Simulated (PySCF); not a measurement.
**Bonding in `CCCn1nc(C)c(F)n1`**

Compound: C6H10FN3.
Atom-mapped SMILES: `[CH3:1][CH2:2][CH2:3][n:4]1[n:5][c:6]([CH3:7])[c:8]([F:9])[n:10]1` (hydrogens: H11, H12, H13 on C1; H14, H15 on C2; H16, H17 on C3; H18, H19, H20 on C7)

Geometry (GFN2-xTB, Å), atoms numbered from 1 in this order:
```
atom  x, y, z in Å
C1    -2.266    1.139    0.167
C2    -2.361   -0.358   -0.094
C3    -1.262   -1.132    0.639
N4     0.030   -0.819    0.102
N5     0.883   -0.042    0.721
C6     1.940    0.050   -0.082
C7     3.164    0.832    0.215
C8     1.632   -0.729   -1.208
F9     2.388   -0.942   -2.278
N10    0.429   -1.261   -1.067
H11   -2.385    1.350    1.228
H12   -1.301    1.525   -0.149
H13   -3.042    1.668   -0.379
H14   -3.329   -0.732    0.240
H15   -2.268   -0.559   -1.163
H16   -1.424   -2.207    0.530
H17   -1.236   -0.862    1.696
H18    3.607    0.494    1.150
H19    2.917    1.887    0.322
H20    3.881    0.710   -0.592
```

Bond orders from the PBE0/pcSseg-1 density (PySCF). Geometry: GFN2-xTB, one conformer, isolated molecule. GFN2-xTB frequencies show an imaginary mode (29i cm⁻¹), so this geometry is no minimum at that level.

**Question.** How far do the computed orders between heavy atoms stray from the drawn ones?

**Answer.** The largest departure is 0.316, at N10–N4 (drawn aromatic, 1.184), counting aromatic bonds as 1.5. Drawn single, order below 0.88: C3–N4 (0.876). The bonds drawn aromatic range from 1.18 to 1.51.

**Question.** Set the Mayer orders of the bonds beside their lengths.

**Answer.** 
```json
{"bond": "C1–C2", "drawn as": "single", "length (Å)": "1.523", "Mayer order": "1.050"}
{"bond": "C2–C3", "drawn as": "single", "length (Å)": "1.531", "Mayer order": "1.033"}
{"bond": "C3–N4", "drawn as": "single", "length (Å)": "1.434", "Mayer order": "0.876"}
{"bond": "N4–N5", "drawn as": "aromatic", "length (Å)": "1.309", "Mayer order": "1.258"}
{"bond": "N5–C6", "drawn as": "aromatic", "length (Å)": "1.330", "Mayer order": "1.413"}
{"bond": "C6–C7", "drawn as": "single", "length (Å)": "1.483", "Mayer order": "1.056"}
{"bond": "C6–C8", "drawn as": "aromatic", "length (Å)": "1.402", "Mayer order": "1.306"}
{"bond": "C8–F9", "drawn as": "single", "length (Å)": "1.328", "Mayer order": "0.992"}
{"bond": "C8–N10", "drawn as": "aromatic", "length (Å)": "1.323", "Mayer order": "1.509"}
{"bond": "N10–N4", "drawn as": "aromatic", "length (Å)": "1.312", "Mayer order": "1.184"}
{"bond": "C1–H11", "drawn as": "single", "length (Å)": "1.088", "Mayer order": "0.967"}
{"bond": "C1–H12", "drawn as": "single", "length (Å)": "1.087", "Mayer order": "0.961"}
{"bond": "C1–H13", "drawn as": "single", "length (Å)": "1.087", "Mayer order": "0.968"}
{"bond": "C2–H14", "drawn as": "single", "length (Å)": "1.091", "Mayer order": "0.952"}
{"bond": "C2–H15", "drawn as": "single", "length (Å)": "1.091", "Mayer order": "0.944"}
{"bond": "C3–H16", "drawn as": "single", "length (Å)": "1.093", "Mayer order": "0.942"}
{"bond": "C3–H17", "drawn as": "single", "length (Å)": "1.091", "Mayer order": "0.936"}
{"bond": "C7–H18", "drawn as": "single", "length (Å)": "1.088", "Mayer order": "0.946"}
{"bond": "C7–H19", "drawn as": "single", "length (Å)": "1.089", "Mayer order": "0.946"}
{"bond": "C7–H20", "drawn as": "single", "length (Å)": "1.087", "Mayer order": "0.957"}
```

Bonds between the same two heavy elements. C–C: lowest C2–C3 (1.033, 1.531 Å), highest C6–C8 (1.306, 1.402 Å). C–N: lowest C3–N4 (0.876, 1.434 Å), highest C8–N10 (1.509, 1.323 Å). N–N: lowest N10–N4 (1.184, 1.312 Å), highest N4–N5 (1.258, 1.309 Å).

**Question.** Sum the orders of all bonds at each heavy atom with more than one neighbour and set the sums beside the valence in the SMILES.

**Answer.** C1 3.946 (drawn 4), C2 3.979 (drawn 4), C3 3.787 (drawn 4), N4 3.318 (drawn 3), N5 2.671 (drawn 3), C6 3.775 (drawn 4), C7 3.905 (drawn 4), C8 3.807 (drawn 4), N10 2.693 (drawn 3). Orders between atoms that aren't bonded are not in these sums.

Mayer orders depend on the basis set.
